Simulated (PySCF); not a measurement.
A side-by-side comparison of computed properties.

First species: C₂H₄N₂Si.
Cartesian coordinates in Å at the PBE0-D3(BJ)/def2-SVP level; atoms count from 1:
```xyz
9
C2H4N2Si angstrom
N      3.5150    0.0980    0.1086
C      2.3766   -0.1022    0.0339
C      0.9570   -0.3921   -0.0395
N      0.1496    0.4192   -0.5740
Si    -1.5887    0.1521   -0.7134
H      0.6794   -1.3683    0.4108
H     -2.2649    1.2810   -0.0181
H     -1.9952   -1.1549   -0.1013
H     -1.9203    0.1672   -2.1645
```

Second species: arsenic trifluoride, AsF3.
SMILES: `F[As](F)F`

Levels: PBE0/def2-SVPD for dipole moment, HOMO energy, LUMO energy, HOMO–LUMO gap, static isotropic polarisability and electronic spatial extent ⟨r²⟩ about the centre of nuclear charge; TDDFT PBE0/def2-SVPD for lowest singlet excitation; TDA PBE0/def2-SVPD for lowest triplet excitation (Tamm–Dancoff); ΔSCF PBE0/def2-SVPD for vertical ionisation energy. Geometries: PBE0-D3(BJ)/def2-SVP. All species are isolated and taken at one optimised geometry, non-relativistic unless stated; the electronic structure was computed with PySCF and density fitting.

```tsv
property	column X	column Y
dipole moment	3.87 D	2.58 D
HOMO energy	-8.29 eV	-10.13 eV
LUMO energy	-2.63 eV	-1.29 eV
HOMO–LUMO gap	5.66 eV	8.84 eV
lowest singlet excitation	3.69 eV	7.85 eV
lowest triplet excitation (Tamm–Dancoff)	3.04 eV	6.00 eV
static isotropic polarisability	66.0 au	29.5 au
vertical ionisation energy	10.25 eV	12.76 eV
electronic spatial extent ⟨r²⟩ about the centre of nuclear charge	747 bohr²	327 bohr²
```

(1) Which column belongs to which species?

(2) How does each property change from the first species to the second?

## Answers

(1) Column X is the first species and column Y the second. The first has 9 atoms and 44 electrons, the second 4 and 60.

(2) dipole moment -1.29 D; HOMO energy -1.84 eV; LUMO energy +1.34 eV; HOMO–LUMO gap +3.18 eV; lowest singlet excitation +4.16 eV; lowest triplet excitation (Tamm–Dancoff) +2.96 eV; static isotropic polarisability -36.5 au; vertical ionisation energy +2.51 eV; electronic spatial extent ⟨r²⟩ about the centre of nuclear charge -420 bohr².

On the first: The principal polarisabilities are 46.9, 53.8 and 97.2 au; their mean is the isotropic value.

On the second: The ΔSCF ionisation energy exceeds −ε(HOMO) by 2.63 eV with PBE0. The dipole matches unit charges of opposite sign 0.54 Å apart (1 e·Å = 4.8032 D). Relativistic effects, spin–orbit coupling among them, are left out although an element past zinc is present.
